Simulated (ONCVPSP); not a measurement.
## Scattering properties, ONCV potential for Tc (Z = 43)

ONCVPSP 4.0.1 input, shortened (lines: element, Z, core and valence counts, functional; n l f; lmax; l rc ep ncon nbas qcut; lloc lpopt rc5 dvloc0; l nproj debl; icmod fcfact rcfact), PW91, scalar-relativistic:

```
  Tc 43.00    6    4  -109134      upf
    1    0    2.00
    2    0    2.00
    2    1    6.00
    3    0    2.00
    3    1    6.00
    3    2   10.00
    4    0    2.00
    4    1    6.00
    4    2    5.50
    5    0    1.50
    2
    0    1.50    0.00    4    9    6.30
    1    1.40    0.00    4    8   11.00
    2    1.45    0.00    5    8    7.70
    4    5    1.10    0.00
    0    2    1.10
    1    2    0.80
    2    2    2.30
    0    0.00    0.00
```

In the p channel the program set the typed energies aside and used -1.613, 0.250 Ha.

The phase is arctan(r·R′/R) of the radial function R(r), unwrapped; energies in Ha, scanned from -4 to 5 Ha. A pole is an energy at which the radial function vanishes at the test radius. The pseudo phase is shifted by a multiple of π to meet the all-electron one at the reference energy, and phase errors are pseudo minus all-electron; the curves can meet again beyond the range given. Levels narrower than the energy grid can be missing from the lists of poles.

Problem. For each channel, where are the poles, and over which energies does the pseudopotential scatter like the atom?

Solution.

| channel | radius (bohr) | reference energy (Ha) | poles, all-electron | poles, pseudo | unbroken range about the reference energy with phases within 0.05 rad | phase error 1 Ha above the reference energy (rad) |
| --- | --- | --- | --- | --- | --- | --- |
| s | 1.53 | -0.17 | -1.72 | -1.72 | below 2.8 | -0.000 |
| p | 1.42 | -1.61 | 0.21 | 0.21 | the whole range | -0.000 |
| d | 1.47 | -0.20 | 2.14 | 2.14 | the whole range | -0.000 |

Phases in the p channel:

```csv
E (Ha),all-electron,pseudo
-3.98,0.918,0.918
-3.50,0.699,0.699
-3.02,0.276,0.275
-2.54,-0.388,-0.388
-2.06,-0.921,-0.921
-1.58,-1.205,-1.205
-1.10,-1.361,-1.361
-0.62,-1.460,-1.460
-0.14,-1.529,-1.529
0.34,-1.584,-1.584
0.82,-1.631,-1.631
1.30,-1.675,-1.675
1.78,-1.718,-1.718
2.26,-1.766,-1.766
2.74,-1.822,-1.823
3.22,-1.893,-1.895
3.70,-1.993,-1.996
4.18,-2.146,-2.154
4.66,-2.408,-2.430
```
